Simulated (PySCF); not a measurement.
Isomers of C4H7F3OSi, mass 156.022 u with the commonest isotopes. Method: PBE0/pcSseg-1 in PySCF (dipole) on a GFN2-xTB geometry, gas phase. One conformer each, none proved a minimum here; rigid rotors.

Question: Order these by dipole moment, smallest first.
A. `[CH2:1]=[CH:2][C@@H:3]([O:4][CH2:5][F:6])[SiH:7]([F:8])[F:9]` with C1–C2–C3–O4 148°, C2–C3–O4–C5 -148°, C3–O4–C5–F6 -69°, C2–C3–Si7–F8 -41°
B. `[CH2:1]=[CH:2][C@@H:3]([O:4][SiH2:5][F:6])[CH:7]([F:8])[F:9]` with C1–C2–C3–O4 -6°, C2–C3–O4–Si5 151°, C3–O4–Si5–F6 178°, C2–C3–C7–F8 174°
C. `[O:1]=[CH:2][C@H:3]([SiH3:4])[CH2:5][C:6]([F:7])([F:8])[F:9]` with O1–C2–C3–Si4 94°, C2–C3–C5–C6 -85°

Answer: A (2.82 D), B (3.14 D), C (3.61 D).

Question: Order these by rotational constant A, smallest first.
A. `[CH2:1]=[CH:2][C@@H:3]([O:4][CH2:5][F:6])[SiH:7]([F:8])[F:9]` with C1–C2–C3–O4 148°, C2–C3–O4–C5 -148°, C3–O4–C5–F6 -69°, C2–C3–Si7–F8 -41°
B. `[CH2:1]=[CH:2][C@@H:3]([O:4][SiH2:5][F:6])[CH:7]([F:8])[F:9]` with C1–C2–C3–O4 -6°, C2–C3–O4–Si5 151°, C3–O4–Si5–F6 178°, C2–C3–C7–F8 174°
C. `[O:1]=[CH:2][C@H:3]([SiH3:4])[CH2:5][C:6]([F:7])([F:8])[F:9]` with O1–C2–C3–Si4 94°, C2–C3–C5–C6 -85°

Answer: A (1596 MHz), B (1637 MHz), C (2097 MHz).

Question: Order these by rotational constant B, smallest first.
A. `[CH2:1]=[CH:2][C@@H:3]([O:4][SiH2:5][F:6])[CH:7]([F:8])[F:9]` with C1–C2–C3–O4 -6°, C2–C3–O4–Si5 151°, C3–O4–Si5–F6 178°, C2–C3–C7–F8 174°
B. `[O:1]=[CH:2][C@H:3]([SiH3:4])[CH2:5][C:6]([F:7])([F:8])[F:9]` with O1–C2–C3–Si4 94°, C2–C3–C5–C6 -85°
C. `[CH2:1]=[CH:2][C@@H:3]([O:4][CH2:5][F:6])[SiH:7]([F:8])[F:9]` with C1–C2–C3–O4 148°, C2–C3–O4–C5 -148°, C3–O4–C5–F6 -69°, C2–C3–Si7–F8 -41°

Answer: B (855.8 MHz), C (1031 MHz), A (1130 MHz).

```tsv
SMILES	point group	Ia (u·Å²)	Ib (u·Å²)	Ic (u·Å²)	κ	μa (D)	μb (D)	μc (D)
C=C[C@@H](O[SiH2]F)C(F)F	C1	308.74	447.36	646.25	-0.19	2.87	0.38	1.22
O=C[C@H]([SiH3])CC(F)(F)F	C1	241.04	590.50	708.89	-0.79	2.55	2.45	0.72
C=C[C@@H](OCF)[SiH](F)F	C1	316.67	489.98	651.41	-0.38	1.72	1.95	1.10
```
